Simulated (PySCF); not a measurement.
**A survey of 17O NMR shifts**

Computed data (PySCF 2.14.0 with density-fitted response routines): GIAO PBE0/pcSseg-1 shieldings, geometry: GFN2-xTB. Non-relativistic Hamiltonian, one computed conformer, fast rotation and ring inversion assumed for equivalent nuclei, isolated molecule.

Shieldings were converted by a linear fit to measured shifts: 17O: δ = 266.70 − 0.911σ (rms 10.7 ppm, 155 shifts, 12.2 ppm with the 3 outliers that the fit left out vs liquid water, solution or neat liquid). Occasional misses reach two or three times the rms, and more in compound classes unlike the fitted ones.

Question: Give the 17O shifts of `C[C@]1(OC=O)CCN[SiH2]1`.

Answer: 
| compound | environment | δ (ppm) |
| --- | --- | --- |
| [CH3:1][C@:2]1([O:3][CH:4]=[O:5])[CH2:6][CH2:7][NH:8][SiH2:9]1 | O5: ester carbonyl oxygen | 342.1 |
| [CH3:1][C@:2]1([O:3][CH:4]=[O:5])[CH2:6][CH2:7][NH:8][SiH2:9]1 | O3: ester alkoxy oxygen | 198.2 |

Question: Order these by 17O shift, lowest first.
A. CNO
B. Cc1cc(Cl)sc1S(=O)(=O)Cl
C. C=C(C=O)[Si@@H](N[SiH3])[SiH2]C

Answer: A (79.7 ppm, N–OH oxygen), B (236.9 ppm, S=O oxygen), C (571.2 ppm, aldehyde oxygen).
